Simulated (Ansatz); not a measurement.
`[NH2][Zr]([OH])([F])[Cl]` + HCl → `[OH][Zr]([F])([Cl])[Cl]` + NH₃  (ligand exchange at a Zr–N bond)

Calculated with Ansatz (gas phase, PBE0-D4/def2-TZVP geometries, no zero-point term in ΔE). CBS: MP2 limit from def2 TZ/QZ plus the TZ coupled-cluster correction, frozen cores. This one scheme is used for every species. Functionals use def2-TZVPP. B3LYP here is the variant with VWN-RPA as its local correlation; programs differ in this. Elements past krypton have def2 core potentials. For Zr outer-core shells are correlated without core-valence functions, which leaves a few kJ/mol of doubt a bond. One conformer a species, not always the lowest.

| level | ΔE (kJ/mol) | difference from CCSD(T)/CBS |
| --- | --- | --- |
| LDA (SPW92) | -91.3 | 4.9 |
| PBE-D4 | -95.3 | 0.9 |
| BLYP-D4 | -93.0 | 3.2 |
| r2SCAN-D4 | -100.6 | -4.4 |
| B97M-V | -105.1 | -8.9 |
| B3LYP-D4 | -95.7 | 0.5 |
| PBE-QIDH | -99.9 | -3.7 |
| PBE | -95.9 | 0.3 |
| r2SCAN | -100.9 | -4.7 |
| B3LYP | -96.5 | -0.3 |
| LC-ωPBE | -94.4 | 1.8 |
| MP2/def2-SVP | -93.6 | 2.6 |
| CCSD/def2-SVP | -91.0 | 5.2 |
| HF/def2-TZVPP | -105.0 | -8.8 |
| SCS-MP2/def2-TZVPP | -95.2 | 1.0 |
| CCSD/def2-TZVPP | -93.1 | 3.1 |
| CCSD(T)/CBS | -96.2 | 0 |

Largest T1 diagnostic among the species: 0.016.

From BLYP to BHLYP (50 % exact exchange), in def2-TZVPP and without D4, ΔE moves by −5.2 kJ/mol. In def2-TZVPP, CCSD(T) changes the Hartree–Fock value by +11.0 kJ/mol (the triples alone add −0.8 kJ/mol) and MP2 by +7.9 kJ/mol. Leaving LDA and LC-ωPBE aside and taking each functional with its dispersion term where it has one, the values spread over 12.1 kJ/mol, from B97M-V to BLYP-D4. LDA lies +4.5 kJ/mol from PBE without D4.

CCSD(T)/CBS has its own doubt, a few kJ/mol and more with outer-core shells, so smaller differences from it don't rank the levels.
